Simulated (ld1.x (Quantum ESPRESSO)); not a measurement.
## Transferability test, ultrasoft potential for B

| Item | Value |
| --- | --- |
| Element | B (Z = 5) |
| Generator | ld1.x (Quantum ESPRESSO) 7.5 |
| Type | ultrasoft |
| Functional | PBE |
| Relativity | scalar-relativistic |
| Frozen core | [He] |
| Valence charge | 3 |
| Reference configuration | 2s2 2p0.75 (charge +0.25) |
| Partial waves | 2s (bound): rcut 0.90, rcutus 1.15 bohr; 2s channel at 1.55 Ry: rcut 0.90, rcutus 1.15 bohr; 2p (bound): rcut 2.65, rcutus 3.50 bohr; 2p channel at 1 Ry: rcut 2.65, rcutus 3.50 bohr |
| Local potential | all-electron potential smoothed inside 0.90 bohr (lloc = -2) |
| Core correction | none |
| Augmentation charge | PSQ, inside the norm-conserving radii |

Energies are relative to the spin-unpolarised reference configuration 2s2 2p0.75; without spin polarisation the order of configurations can differ from experiment.

| valence configuration | charge | ΔE all-electron (eV) | error AE − PS (meV) |
| --- | --- | --- | --- |
| 2s2 2p1 | 0 | -1.163 | +1.7 |
| 2s2 2p0 | +1 | 7.056 | +37 |
| 2s1 2p0 | +2 | 32.479 | +96 |
| 2s1 2p2 | 0 | 4.687 | +56 |
| 2s2 2p0.5 | +0.5 | 1.724 | +2.7 |
| 2s1 2p1 | +1 | 13.197 | +11 |

**Question.** What are ΔE and the potential's error for 2s0 2p3?

**Answer.** ΔE = 10.557 eV all-electron; the error (AE − PS) is +182 meV.

Levels in the configuration 2s1 2p2:

```json
{"level": "2s", "all-electron (eV)": "-9.921", "pseudo (eV)": "-9.862"}
{"level": "2p", "all-electron (eV)": "-4.058", "pseudo (eV)": "-4.091"}
```
